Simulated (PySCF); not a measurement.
## How methods differ on the excitation energy of O⁺

O⁺ [He] 2s2 2p3 (4S) → O⁺ [He] 2s1 2p4 (4P), as a difference of total energies. All numbers are calculated (PySCF 2.14, no relativity, point nucleus, in def2-QZVPPD). Correlated levels: valence: 1s2 frozen; valence and next inner shell: nothing frozen. The calculations carry no spin-orbit coupling.

```csv
method,excitation energy (eV)
UHF,14.899
LDA,14.291
PBE,14.044
PBE0,14.348
r2SCAN,14.034
HSE06,14.321
B2PLYP,14.661
r2SCAN0,14.294
wB97X,14.678
MP2 (valence),14.943
SCS-MP2 (valence),14.949
MP2 (valence and next inner shell),14.912
SCS-MP2 (valence and next inner shell),14.929
```

Errors of the correlated levels include the incompleteness of this basis and the frozen core.

For comparison: 14.870 eV (measured; NIST levels, between the centres of gravity of the two terms).
